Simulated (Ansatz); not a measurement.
Ideal-gas functions of H$_{2}$MoO$_{2}$S$_{2}$ (`[OH][Mo]([OH])(=[S])=[S]`) at 800 K and 1 bar, from an Ansatz frequency run at PBE0-D4/def2-TZVP.

Molar mass 194.09 g/mol, point group C2 (symmetry number 2), electronic degeneracy 1, moments of inertia 207.09, 273.004, 314.215 u Å². Harmonic wavenumbers (cm⁻¹, unscaled): 185, 192, 202, 218, 229, 300, 327, 575, 580, 662, 666, 731, 745, 3869, 3873.

Use S(trans) = R[1.5 ln M + 2.5 ln T − 1.1517]; rotational temperatures θ = 24.2544 K / I; S(rot) = R[ln(√π/σ · √(T³/θAθBθC)) + 1.5]; for each mode x = 1.438777 ν̃/T, S = R[x/(eˣ − 1) − ln(1 − e⁻ˣ)] and H = RT x/(eˣ − 1); 1 cm⁻¹ = 0.0119627 kJ/mol; R = 8.31446 J/(mol·K).

Question: By hand: the entropy, in J/(mol·K).

Answer: Translation 195.1. Rotation: θ = 0.1171, 0.0888, 0.0772 K, giving 124.5. Vibration, mode by mode: 17.50, 17.20, 16.78, 16.15, 15.75, 13.54, 12.85, 8.40, 8.33, 7.34, 7.29, 6.61, 6.48, 0.06, 0.06, in all 154.3. Electronic 0.0. Sum 473.9 J/(mol·K).

Question: By hand: H − E and G − E in kJ/mol, counted from the electronic energy.

Answer: Zero-point energy ½ × 13354 × 0.0119627 = 79.9; thermal vibration 58.3; translation, rotation and pV give 4 RT = 26.6. H − E = 164.8 kJ/mol, and G − E = 164.8 − 800 × 473.9/1000 = -214.3 kJ/mol.

Vibration gives 33 % of the entropy. The sum counts one conformer and one mirror image; others add a mixing term.
